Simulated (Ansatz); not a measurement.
```yaml
crystal:
  periodic: [false, false, false]
  atoms:
    - {symbol: C, position_ang: [1.846602, -1.328184, -0.640688]}
    - {symbol: C, position_ang: [0.740361, -0.062629, -0.071452]}
    - {symbol: C, position_ang: [0.403700, 0.600938, -1.374282]}
    - {symbol: O, position_ang: [-0.487475, -0.638184, 0.139799]}
    - {symbol: B, position_ang: [-1.257482, 0.232467, 1.099872]}
    - {symbol: N, position_ang: [-1.015757, 1.379093, 1.800968]}
    - {symbol: N, position_ang: [-2.579985, -0.527635, 1.365875]}
    - {symbol: H, position_ang: [1.376926, -1.739129, -1.574223]}
    - {symbol: H, position_ang: [1.887160, -1.806747, 0.318572]}
    - {symbol: H, position_ang: [2.708157, -0.416989, -1.050440]}
    - {symbol: H, position_ang: [1.331276, 0.347346, 0.392605]}
    - {symbol: H, position_ang: [1.570994, 1.649434, -1.775663]}
    - {symbol: H, position_ang: [-0.262627, 1.479192, -1.149836]}
    - {symbol: H, position_ang: [0.252086, 0.374986, -2.365551]}
    - {symbol: H, position_ang: [-0.025287, 1.764385, 1.237164]}
    - {symbol: H, position_ang: [-1.504967, 1.877384, 1.999879]}
    - {symbol: H, position_ang: [-2.539643, -1.661248, 0.730115]}
    - {symbol: H, position_ang: [-3.371657, -0.329756, 1.578552]}
basis:
  gaussian: {orbitals: "6-31++G**"}
hamiltonian: {xc: {name: HF}}
correlation: {active_space: {window: {electrons: 6, orbitals: 2}}}
```

```sh
$ ansatz run in.yaml --threads 2 --pin off --events-out ev --progress --plain --max-ram 32768MiB --backend cpu
```

Problem. How does Ansatz answer? (An estimate is asked.)

Solution. Ansatz gave: The run stopped with an error.
```
Functional definition: HF
1815 factors; integrals over basis functions are off by at most 9.0e-4 eV
mean field evaluation 1: about -8917.4992 eV, gradient 6.3e1 eV
mean field evaluation 2: about -8917.6306 eV, gradient 6.3e1 eV
mean field evaluation 4: about -8927.0452 eV, gradient 5.1e0 eV
mean field evaluation 8: about -8927.1632 eV, gradient 4.3e-1 eV
mean field -8927.16408405 eV, -328.0672290397 hartree, gradient 5.1e-6 eV, S^2 0.000000; 0 other end points of the search recorded, 0 dependent functions left out
reference -8927.16408405 eV, -328.0672290397 hartree; 28, 28 occupied and 171, 171 virtual orbitals, 1815 factors
Error: 6 electrons in 2 orbitals form no window around the highest filled level of the reference
```
